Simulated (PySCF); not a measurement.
C₃H₆BNO, SMILES C#CB(N)OC. Atoms are numbered in the order given.

```xyz
12

C      1.1326    -2.1689     0.0000
C      0.3786    -1.2140     0.0000
B     -0.5890    -0.0010     0.0000
N     -1.9745    -0.2232     0.0000
O     -0.1380     1.2860     0.0000
C      1.2126     1.6505     0.0000
H      1.7972    -3.0142     0.0000
H     -2.3811    -1.1462     0.0000
H     -2.6362     0.5410     0.0000
H      1.4334     2.2599    -0.8915
H      1.4334     2.2599     0.8915
H      1.8807     0.7737     0.0000
```
Charge 0, spin multiplicity 1.

Coordinates come from a PBE0-D3(BJ)/def2-SVP optimisation. The structure was generated by enumeration, and PubChem lists no compound with its InChIKey, so it may never have been made. One conformer was computed; it need not be the lowest.

These are PBE0-D3(BJ)/def2-SVP run with PySCF values and carry that method's errors.

Harmonic, unscaled wavenumbers; measured fundamentals usually lie a few per cent lower.

```
mode  ν (cm⁻¹)  IR (km/mol)  moving atoms (share of kinetic energy)
----  --------  -----------  --------------------------------------
1           57          0.7                                  H 92 %
2          131          6.0          O 44 %, H 27 %, C 16 %, N 12 %
3          145          0.2                  C 61 %, H 23 %, N 10 %
4          237          8.7                  C 63 %, H 21 %, B 10 %
5          265          9.2          C 39 %, H 29 %, N 16 %, O 10 %
6          403          6.0          C 48 %, H 24 %, O 15 %, N 11 %
7          412        173.1                          H 82 %, N 16 %
8          540          5.4          C 44 %, O 27 %, N 12 %, H 11 %
9          563          2.0                                  H 94 %
10         645         46.3                          B 73 %, C 15 %
11         682          1.7          C 41 %, N 26 %, O 12 %, H 12 %
12         724         35.6                          H 75 %, C 25 %
13         745         33.7                          H 75 %, C 25 %
14         850          1.0                  H 60 %, N 19 %, C 11 %
15        1151         88.8          O 33 %, C 29 %, B 19 %, H 14 %
16        1189         33.2                          H 70 %, C 20 %
17        1191          0.4                          H 77 %, C 19 %
18        1336        181.4           B 52 %, H 19 %, O 13 %, C 9 %
19        1420        331.8          H 41 %, B 34 %, O 13 %, C 11 %
20        1473          2.8                                  H 97 %
21        1477          1.5                                  H 95 %
22        1504         75.1                  H 71 %, B 14 %, O 12 %
23        1594        337.4                  H 57 %, N 23 %, B 18 %
24        2195         39.3                           C 89 %, H 9 %
25        3035         67.2                                  H 97 %
26        3128         29.8                          H 90 %, C 10 %
27        3135         19.2                          H 90 %, C 10 %
28        3478         46.8                          H 86 %, C 14 %
29        3652         66.0                                  H 96 %
30        3772         46.0                           H 91 %, N 9 %
```
